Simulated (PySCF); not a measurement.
Se(F)(OH) (FHOSe), SMILES [Se](F)O. Geometry optimised at B3LYP-D3(BJ)/def2-TZVP. The values are those of a single conformer.

Computed equilibrium geometry at B3LYP-D3(BJ)/def2-TZVP (PySCF confirms it by a frequency run) as bond lengths and angles (one conformer of several):
Atoms: Se1 F2 O3 H4. Bond lengths (Å): Se1–F2 1.771, Se1–O3 1.777, O3–H4 0.967. Bond angles (°): F2–Se1–O3 99.1, Se1–O3–H4 108.6.
